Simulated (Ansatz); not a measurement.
SnEt2Ph2 (C16H20Sn), relaxed as a singlet with RKS PBE-D4/def2-SVP in Ansatz, starting from the GFN2-xTB geometry. Force threshold 0.03 eV/Å.

In the def2 sets Sn takes a core potential; there is no spin–orbit coupling.

Start:

Cartesian coordinates in Å:
```
Sn -0.0617 0.1275 0.6336
C 1.3622 -0.6874 2.1459
C 2.2870 0.3724 2.7104
H 1.9439 -1.4736 1.6677
H 0.7872 -1.1464 2.9481
H 2.9742 -0.0736 3.4285
H 2.8742 0.8366 1.9217
H 1.7258 1.1520 3.2193
C -1.6004 1.4042 1.6248
C -2.5409 0.6150 2.5133
H -2.1645 1.9152 0.8466
H -1.0836 2.1629 2.2098
H -3.2751 1.2805 2.9661
H -3.0743 -0.1401 1.9412
H -1.9990 0.1167 3.3130
C -1.0270 -1.5361 -0.4202
C -1.2633 -2.7425 0.2213
C -1.8864 -3.7842 -0.4421
C -2.2810 -3.6296 -1.7592
C -2.0498 -2.4289 -2.4071
C -1.4266 -1.3897 -1.7402
H -0.9568 -2.8736 1.2497
H -2.0629 -4.7189 0.0711
H -2.7666 -4.4426 -2.2796
H -2.3555 -2.3007 -3.4358
H -1.2486 -0.4548 -2.2537
C 1.0577 1.3103 -0.8321
C 1.7949 0.6709 -1.8178
C 2.5357 1.4005 -2.7296
C 2.5474 2.7828 -2.6653
C 1.8141 3.4292 -1.6863
C 1.0744 2.6956 -0.7761
H 1.7905 -0.4090 -1.8748
H 3.1060 0.8878 -3.4912
H 3.1262 3.3542 -3.3767
H 1.8179 4.5086 -1.6299
H 0.5047 3.2090 -0.0144
```

```tsv
step	energy (eV)	largest force component (eV/Å)	SCF passes
1	-22715.3128	1.169	22
2	-22715.6411	0.292	22
3	-22715.6657	0.138	21
4	-22715.6756	0.055	21
5	-22715.6768	0.018	21
```

Force components are those of the run's own axes.

End:

```xyz
37

Sn   -0.0455    0.1229    0.6372
C     1.3229   -0.6782    2.1455
C     2.2239    0.4017    2.7496
H     1.9152   -1.4777    1.6539
H     0.7064   -1.1730    2.9253
H     2.9259   -0.0164    3.5034
H     2.8382    0.9059    1.9745
H     1.6375    1.1937    3.2623
C    -1.5437    1.3854    1.6120
C    -2.4800    0.5818    2.5183
H    -2.1031    1.9091    0.8091
H    -1.0006    2.1666    2.1844
H    -3.2474    1.2261    2.9996
H    -3.0218   -0.2067    1.9550
H    -1.9292    0.0729    3.3378
C    -1.0099   -1.5112   -0.4084
C    -1.2786   -2.7295    0.2508
C    -1.9196   -3.7851   -0.4189
C    -2.2990   -3.6371   -1.7623
C    -2.0365   -2.4312   -2.4317
C    -1.3946   -1.3780   -1.7595
H    -0.9826   -2.8685    1.3039
H    -2.1220   -4.7295    0.1106
H    -2.7995   -4.4642   -2.2892
H    -2.3308   -2.3108   -3.4862
H    -1.1893   -0.4407   -2.3028
C     1.0592    1.2861   -0.8186
C     1.7795    0.6495   -1.8521
C     2.5178    1.3990   -2.7827
C     2.5437    2.8001   -2.6951
C     1.8296    3.4477   -1.6748
C     1.0931    2.6947   -0.7450
H     1.7653   -0.4495   -1.9418
H     3.0748    0.8861   -3.5825
H     3.1208    3.3888   -3.4249
H     1.8447    4.5466   -1.6030
H     0.5353    3.2228    0.0461
```

By distances, no bond broke or formed. The bond that changes most is Sn1–C9, from 2.23 to 2.19 Å (atoms count from 1).

No frequencies were taken in this run, so the end may be a saddle point.

Hardware: 2 threads of AMD EPYC 7R13 on a shared host and a share (18 GiB) of an NVIDIA H100 80GB HBM3. Wall time 23 s.
